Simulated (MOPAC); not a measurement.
MOPAC input (MNDO):

```
MNDO 1SCF CHARGE=1 GEO-OK AUX(PRECISION=9) THREADS=1
C3H3

C     1.30511154 1   -0.19030126 1    0.16000243 1
C     0.10291222 1   -0.01500586 1    0.01261670 1
C    -1.21447998 1    0.17708606 1   -0.14889130 1
H     2.36004904 1   -0.34412407 1    0.28933434 1
H    -1.58759968 1    1.04652208 1   -0.68808273 1
H    -1.93371204 1   -0.53307168 1    0.25638137 1
```

From the last part of the output:

```
                                                       MOPAC v23.2.5 Linux

          FINAL HEAT OF FORMATION =        265.88630 KCAL/MOL =    1112.46826 KJ/MOL

          COSMO AREA              =         85.13 SQUARE ANGSTROMS
          COSMO VOLUME            =         66.75 CUBIC ANGSTROMS

          IONIZATION POTENTIAL    =         17.323271 EV
          HOMO LUMO ENERGIES (EV) =        -17.323 -8.016
          NO. OF FILLED LEVELS    =          7
          MOLECULAR WEIGHT        =         39.0567         POINT GROUP:  C2v

          MOLECULAR DIMENSIONS (Angstroms)

            Atom       Atom       Distance
            H     6    H     4     4.29804
            H     5    H     4     1.82770
            H     6    C     3     0.00000

          SCF CALCULATIONS        =          1

   ATOM   CHEMICAL          X               Y               Z
  NUMBER   SYMBOL      (ANGSTROMS)     (ANGSTROMS)     (ANGSTROMS)

     1       C          1.30511154  *  -0.19030126  *   0.16000243  *
     2       C          0.10291222  *  -0.01500586  *   0.01261670  *
     3       C         -1.21447998  *   0.17708606  *  -0.14889130  *
     4       H          2.36004904  *  -0.34412407  *   0.28933434  *
     5       H         -1.58759968  *   1.04652208  *  -0.68808273  *
     6       H         -1.93371204  *  -0.53307168  *   0.25638137  *

                             CARTESIAN COORDINATES

   1    C        1.305111540    -0.190301260     0.160002430
   2    C        0.102912220    -0.015005860     0.012616700
   3    C       -1.214479980     0.177086060    -0.148891300
   4    H        2.360049040    -0.344124070     0.289334340
   5    H       -1.587599680     1.046522080    -0.688082730
   6    H       -1.933712040    -0.533071680     0.256381370

           Empirical Formula: C3 H3  =     6 atoms

      MOLECULAR POINT GROUP   :   C2v

                  EIGENVALUES
 -44.29581 -36.15876 -25.80769 -22.37919 -21.96243 -18.36738 -17.32327  -8.01611
  -5.17537  -4.23996  -2.17699  -2.02030  -1.99457  -0.94329   0.36562

              NET ATOMIC CHARGES AND DIPOLE CONTRIBUTIONS

  ATOM NO.   TYPE          CHARGE      No. of ELECS.   s-Pop       p-Pop
    1          C           0.359137        3.6409     1.26753     2.37334
    2          C          -0.340594        4.3406     1.18675     3.15384
    3          C           0.531375        3.4686     1.24834     2.22029
    4          H           0.224236        0.7758     0.77576
    5          H           0.112923        0.8871     0.88708
    6          H           0.112923        0.8871     0.88708
 DIPOLE           X         Y         Z       TOTAL
 POINT-CHG.    -0.527     0.077    -0.065     0.536
 HYBRID         0.067    -0.010     0.008     0.068
 SUM           -0.460     0.067    -0.056     0.468

          ATOMIC ORBITAL ELECTRON POPULATIONS

     Atom    s        px        py        pz
    1  C   1.26753   0.92816   0.82090   0.62428
    2  C   1.18675   0.93991   1.08954   1.12439
    3  C   1.24834   0.88773   0.81612   0.51644
    4  H   0.77576
    5  H   0.88708
    6  H   0.88708

 **********************
 *                    *
 * JOB ENDED NORMALLY *
 *                    *
 **********************

 == MOPAC DONE ==
```

The dipole moment of an ion depends on the origin.
